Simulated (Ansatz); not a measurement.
Reaction (cleavage of the Sn–Si bond): `S=C[SiH2][SnH3]` + `FCS` → `FC[S][SnH3]` + `[SiH3]C=S`

Program: Ansatz. Geometries: PBE0-D4/def2-TZVP. ΔE: electronic, gas phase. CCSD(T)/CBS adds triple-zeta CCSD(T) − MP2 to the extrapolated MP2 energy (def2 sets, frozen cores). Functionals use def2-TZVPP. B3LYP here is the variant with VWN-RPA as its local correlation; programs differ in this. Elements past krypton have def2 core potentials. For Sn outer-core shells are correlated without core-valence functions, which leaves a few kJ/mol of doubt a bond. One conformer a species, not always the lowest.

(1) Is it downhill or uphill in electronic energy at CCSD(T)/CBS, and by how much? (An estimate is asked.)

(2) What do these levels give: r2SCAN-D4, B3LYP-D4, ωB97M-V, B2PLYP, PBE0, B3LYP, HF/def2-TZVPP, SCS-MP2/def2-TZVPP, CCSD(T)/def2-TZVPP, HF/def2-QZVPP, HF/CBS(def2), CCSD/CBS(def2)? (Estimate.)

Largest T1 diagnostic among the species: 0.015.

Answers

(1) Computed: Downhill: ΔE = -27.0 kJ/mol.

(2) Ansatz gave: r2SCAN-D4 -21.3, B3LYP-D4 -24.0, ωB97M-V -27.1, B2PLYP -26.4, PBE0 -17.9, B3LYP -24.1, HF/def2-TZVPP -37.3, SCS-MP2/def2-TZVPP -30.5, CCSD(T)/def2-TZVPP -24.9, HF/def2-QZVPP -37.9, HF/CBS(def2) -38.0, CCSD/CBS(def2) -27.5 kJ/mol.

In def2-TZVPP, CCSD(T) changes the Hartree–Fock value by +12.4 kJ/mol (the triples alone add +0.4 kJ/mol) and MP2 by +9.9 kJ/mol.
